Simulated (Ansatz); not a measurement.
A nudged elastic band was laid between two geometries of CH₈SSi₂ (12 atoms, charge 0, multiplicity 1).

These are results of Ansatz 0.2.0, RKS PBE0-D4/def2-SVP, not measurements.

```
movable images  : 7
climbing image  : yes
spring          : 5.0 eV/Å²
optimiser       : quadratic models (default)
start path      : through a guess of the saddle point
force threshold : 0.03 eV/Å
iteration limit : 60
end points      : relaxed
```

First end point:

```xyz
12
Properties=species:S:1:pos:R:3
Si -0.280 -0.030 -0.720
Si 1.766 0.597 0.239
S -0.115 -2.102 -1.316
H 0.250 -2.542 -0.090
H -0.500 0.686 -2.013
C -1.723 0.264 0.447
H 2.038 -0.304 1.405
H 1.749 2.010 0.737
H 2.874 0.444 -0.750
H -2.661 -0.088 -0.008
H -1.576 -0.274 1.396
H -1.823 1.338 0.673
```

Last end point:

```xyz
12
Properties=species:S:1:pos:R:3
Si -1.069 -0.649 -1.145
Si 2.080 0.404 0.450
S -1.155 -2.522 -1.697
H 1.144 -0.569 -0.212
H -0.576 0.449 -2.034
C -1.760 0.070 0.431
H 2.192 0.044 1.892
H 1.508 1.776 0.310
H 3.407 0.325 -0.222
H -2.765 0.472 0.216
H -1.860 -0.704 1.205
H -1.145 0.904 0.806
```

Question: Which bonds break or form, and what moves?

Answer: Bonds broken: Si1–Si2, S3–H4. Bonds formed: Si2–H4. CH8SSi2 becomes CH4SSi + H4Si.

Question: What energy profile does the band end with?

Answer: It converged. The highest image is number 4 of 0 to 8, 212.5 kJ/mol above the first end and 99.3 kJ/mol above the last; the last end lies 113.1 kJ/mol above the first. Neighbouring images differ by up to 1.3 eV, so the band resolves the path poorly. A vibrational analysis at the climbing image gives one clearly imaginary mode, 1096i cm⁻¹: a first-order saddle point. The orbitals stay closed-shell, which can raise the energy where a bond breaks towards radicals; this wasn't checked here.

| image | path coordinate (Å) | energy (kJ/mol) | Si1–Si2 (Å) | S3–H4 (Å) | Si2–H4 (Å) |
| --- | --- | --- | --- | --- | --- |
| 0 | 0.00 | 0.0 | 2.34 | 1.35 | 3.50 |
| 1 | 0.65 | 2.2 | 2.34 | 1.35 | 3.25 |
| 2 | 1.31 | 11.8 | 2.34 | 1.35 | 2.89 |
| 3 | 1.96 | 84.7 | 2.39 | 1.39 | 2.35 |
| 4 | 2.62 | 212.5 | 2.62 | 1.91 | 1.83 |
| 5 | 3.16 | 150.5 | 2.94 | 2.46 | 1.55 |
| 6 | 3.69 | 119.7 | 3.25 | 2.89 | 1.51 |
| 7 | 4.23 | 113.9 | 3.54 | 3.21 | 1.51 |
| 8 | 4.77 | 113.1 | 3.68 | 3.36 | 1.50 |

Question: What is the geometry of the highest image?

Answer: 
```xyz
12
Properties=species:S:1:pos:R:3
Si -0.543 -0.360 -0.878
Si 1.704 0.274 0.308
S -0.378 -2.344 -1.316
H 0.842 -1.134 -0.475
H -0.329 0.684 -1.927
C -1.666 0.254 0.479
H 1.816 -0.255 1.698
H 1.343 1.726 0.335
H 2.973 0.079 -0.449
H -2.704 0.104 0.133
H -1.534 -0.348 1.390
H -1.523 1.321 0.704
```

The band took 16 iterations and about 10 core-minutes.

The run took 5.4 min on 2 threads of Arm Neoverse V1, with other jobs on the host, peak memory 0.24 GiB.
